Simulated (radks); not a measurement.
Problem. Isoelectronic series with 17 electrons, all held in the configuration [Ne] 3s2 3p5, which need not be the ground one along the series. Method: Dirac Kohn-Sham, BLYP, spin-unpolarised, spherical densities, point nucleus; open shells are shared between the two j in proportion to 2j + 1; computed with a radial shooting solver on a logarithmic mesh with Libxc functionals. Total energies (hartree) and mean radii <r> (bohr):

| ion | E (hartree) | 3p3/2 | 3p1/2 | 3s1/2 |
|---|---|---|---|---|
| Cl | -461.63094 | 1.853 | 1.842 | 1.533 |
| Ca3+ | -678.02211 | 1.209 | 1.202 | 1.123 |
| V6+ | -938.61536 | 0.9188 | 0.9129 | 0.8882 |
| Fe9+ | -1243.64043 | 0.7454 | 0.7396 | 0.7355 |
| Cu12+ | -1593.46641 | 0.6285 | 0.6226 | 0.6279 |
| Ge15+ | -1988.55270 | 0.5438 | 0.5377 | 0.5477 |
| Br18+ | -2429.43860 | 0.4794 | 0.4730 | 0.4854 |
| Sr21+ | -2916.74240 | 0.4287 | 0.4220 | 0.4356 |
| Nb24+ | -3451.16438 | 0.3877 | 0.3807 | 0.3948 |
| Ru27+ | -4033.49178 | 0.3538 | 0.3465 | 0.3607 |
| Ag30+ | -4664.60541 | 0.3254 | 0.3176 | 0.3317 |
| Sn33+ | -5345.48768 | 0.3011 | 0.2929 | 0.3068 |
| I36+ | -6077.23226 | 0.2801 | 0.2715 | 0.2851 |
| Ba39+ | -6861.0554 | 0.2617 | 0.2528 | 0.2661 |
| Pr42+ | -7698.3096 | 0.2456 | 0.2362 | 0.2491 |
| Sm45+ | -8590.4990 | 0.2313 | 0.2215 | 0.2340 |
| Er51+ | -10546.5784 | 0.2069 | 0.1962 | 0.2080 |

Estimate the row of Tb48+.

Solution. E (hartree) -9539.2991; 3p3/2 0.2185; 3p1/2 0.2082; 3s1/2 0.2204.
